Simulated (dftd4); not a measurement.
H7O7Si2, charge +1, singlet, geometry from GFN2-xTB; D4 for wb97x (dftd4 4.2.0).

The dftd4 input:
```
$ dftd4 mol.xyz --func wb97x --charge 1 --json dftd4.json --noedisp

# file mol.xyz
16

O      1.48956799     1.61452391     0.15518637
Si     1.50701182     0.02779887     0.34972997
O      1.25954908    -0.36134013     1.87274902
O      2.59193758    -0.86993965    -0.40434432
O      0.14224236    -0.58065139    -0.53135071
Si    -1.50150189    -0.05029107    -0.37031245
O     -1.52908749     1.46163017    -0.86587999
O     -2.10780866    -1.10633613    -1.40413417
O     -1.84890988    -0.14764465     1.18714632
H      1.76563598     2.08404689    -0.62991433
H      0.95017088     0.23561218     2.55121529
H      3.47348946    -1.04637238    -0.08690554
H      0.31366330    -1.28041343    -1.17169890
H     -1.55373757     2.22822375    -0.29657333
H     -2.96304825    -1.03731351    -1.81986332
H     -2.04324055    -0.95082977     1.66691473
```

Q: What does dftd4 print? Leave out banner, timings and long lists.

A: 
```
                    ____  _____ _____     ____  _  _
      -------------|  _ \|  ___|_   _|---|  _ \| || |------------
     |             | | | | |_    | | ___ | | | | || |_           |
     |             | |_| |  _|   | ||___|| |_| |__   _|          |
     |             |____/|_|     |_|     |____/   |_|            |
     |             ===================================           |
     |            E. Caldeweyher, S. Ehlert & S. Grimme          |
     |          Mulliken Center for Theoretical Chemistry        |
     |                    University of Bonn                     |
      -----------------------------------------------------------

Rational (Becke-Johnson) damping: wb97x-D4-ATM
---------------------
  s6         1.0000
  s8         0.5093
  s9         1.0000
  a1         0.0662
  a2         5.4487
 alp        16.0000
--------------------

Dispersion energy:      -3.5908292307201E-02 Eh

[Info] JSON dump of results written to 'dftd4.json'
```
